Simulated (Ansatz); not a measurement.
Ge₁₈NH₂₈, a doped nanocrystal cut from the lattice of germanium (N on a surface site). Total charge 0; doublet. Geometry r2SCAN-D4/def2-SVP, basis def2-TZVP, Ansatz.

```
run  HOMO (eV)  LUMO (eV)
  A      -5.12      -3.40
  B      -4.53      -3.65
  C      -4.76      -3.68
  D      -5.74      -2.85
```

Single mean-field runs in def2-TZVP are fitted with def2-universal-jkfit.

HOMO and LUMO are taken over both spins.

Task: The runs used BLYP, PBE, PBE0, r2SCAN. Estimate which is which.

Result: A r2SCAN (0 % exact exchange); B BLYP (0 % exact exchange); C PBE (0 % exact exchange); D PBE0 (25 % exact exchange). Exact exchange lowers occupied and raises empty levels; among semilocal functionals meta-GGAs tend to open the gap a little, and such runs are hard to tell apart. The gap grows from 0.88 eV (BLYP) to 2.90 eV (PBE0).
